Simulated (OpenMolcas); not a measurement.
**3d⁴ along the 22-electron sequence**

```json
{
  "Program": "OpenMolcas 26.06",
  "Method": "SS-CASPT2, IPEA 0.25 Eh, imaginary shift 0.1 Eh",
  "Basis": "ANO-RCC-VQZP",
  "Scalar Hamiltonian": "DKH2, point nucleus",
  "Spin-orbit coupling": "RASSI with atomic mean-field integrals over the reference wave functions, term energies averaged over their components"
}
```

Active space for each ion: 4 electrons in 10 orbitals (3d 4d); closed shells correlated by CASPT2: 3s 3p.

Computed levels in cm-1 above ⁵D₀:

```tsv
Level	Cr2+	Mn3+	Fe4+	Co5+	Ni6+	Cu7+
⁵D₁	68.4	102	149	212	285	382
⁵D₂	202	301	436	618	826	1096
⁵D₃	398	589	848	1194	1582	2080
⁵D₄	648	957	1370	1913	2520	3280
³P₀(1)	16770	20920	24560	27680	30640	33460
³P₁(1)	17180	21530	25450	28940	32340	35710
³H₄	17340	21450	25280	28770	32180	35500
³H₅	17500	21680	25620	29260	32850	36420
³H₆	17670	21940	25990	29790	33560	37350
weight of ⁵D in the lowest level (%)	100	100	100	100	99	99
```

Measured, with the error of the calculation in %. Measured levels: Cr2+ from Sugar and Corliss, J. Phys. Chem. Ref. Data 6, 317 (1977); Mn3+ from Corliss and Sugar, J. Phys. Chem. Ref. Data 6, 1253 (1977); Fe4+ from Corliss and Sugar, J. Phys. Chem. Ref. Data 11, 135 (1982); Co5+ from Sugar and Corliss, J. Phys. Chem. Ref. Data 10, 1097 (1981); Ni6+ from Corliss and Sugar, J. Phys. Chem. Ref. Data 10, 197 (1981).

| Level | Cr2+ | Mn3+ | Fe4+ | Co5+ | Ni6+ |
| --- | --- | --- | --- | --- | --- |
| ⁵D₁ | 62.2 (+9.9) | 99.0 (+3.1) | 142 (+4.5) | 204 (+3.9) | 279 (+2.2) |
| ⁵D₂ | 183 (+10.5) | 287 (+5.1) | 417 (+4.5) | 589 (+5.0) | 804 (+2.7) |
| ⁵D₃ | 357 (+11.5) | 552 (+6.7) | 803 (+5.6) | 1125 (+6.1) | 1520 (+4.1) |
| ⁵D₄ | 576 (+12.6) | 886 (+8.0) | 1283 (+6.8) | 1782 (+7.4) | 2392 (+5.2) |
| ³P₀(1) | 16771 (0) | 20654 (+1.3) | 24055 (+2.1) | 27166 (+1.9) | 30077 (+1.9) |
| ³P₁(1) | 17169 (+0.1) | 21279 (+1.2) | 24973 (+1.9) | 28462 (+1.7) | 31836 (+1.6) |
| ³H₄ | 17274 (+0.4) | 21281 (+0.8) | 24932 (+1.4) | 28377 (+1.4) | 31672 (+1.6) |
| ³H₅ | 17397 (+0.6) | 21475 (+1.0) | 25226 (+1.6) | 28806 (+1.6) | 32286 (+1.8) |
| ³H₆ | 17531 (+0.8) | 21679 (+1.2) | 25528 (+1.8) | 29234 (+1.9) | 32877 (+2.1) |

The fine-structure level ⁵D₄ changes by a factor of 5.06 from Cr2+ to Cu7+. Its fourth root runs 5.05, 5.56, 6.08, 6.61, 7.09, 7.57, with steps per unit of Z of 0.52, 0.52, 0.53, 0.47, 0.48; equal steps would mean a (Z - σ)^4 law with constant σ.

³P₀(1) changes by a factor of 2 over the same range, with steps per unit of Z of +4150, +3640, +3120, +2960, +2820 cm-1.

CASPT2 breaks the degeneracy within a term, and the mean is taken; among the terms shown or strongly mixed into the levels shown the widest spread is 38 cm-1 (3d⁴ ³H, Ni6+). Active for correlation alone: 4d; no level in the range computed is led by a configuration that fills it, so any true level of that kind is missing. Measured partners are found by configuration, term and J. A level has none where our copy of the source lacks it or the pairing is in doubt (some pairs that miss far off the trend of their configuration count as doubtful), and it then counts in no deviation. Only configurations of the active space appear.

A number in round brackets counts repeated terms of one configuration in the order of the reference energies.
